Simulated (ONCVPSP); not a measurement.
Li: ONCV pseudisation with PBEsol, non-relativistic reference atom.

```json
{
 "Element": "Li",
 "Generator": "ONCVPSP 4.0.1",
 "Type": "optimised norm-conserving Vanderbilt (ONCV)",
 "Functional": "PBEsol",
 "Relativity": "non-relativistic",
 "Frozen core": "[He]",
 "Valence charge": "1",
 "Reference configuration": "2s0.5 (charge +0.5)",
 "Partial waves": "2s: rc 2.85 bohr, ncon 4, nbas 8, qcut 1.9 1/bohr, local; p scattering state at 0.31 Ha: rc 3.00 bohr, ncon 4, nbas 8, qcut 2.5 1/bohr, 1 projector",
 "Local potential": "the s channel",
 "Core correction": "none"
}
```

In the p channel the program set the typed energies aside and used 0.050 Ha.

- Cutoffs needed: 1.8 Ha and 12 Ha (the cutoffs (Ha) at which the residual kinetic energy of the hardest occupied pseudo-wave falls to 1 and 0.1 mHa per electron)
- Ghost test: no bound ghost flagged; no localised positive-energy state flagged
- Configuration tests: 1 of 2 tests not solved or not reliable
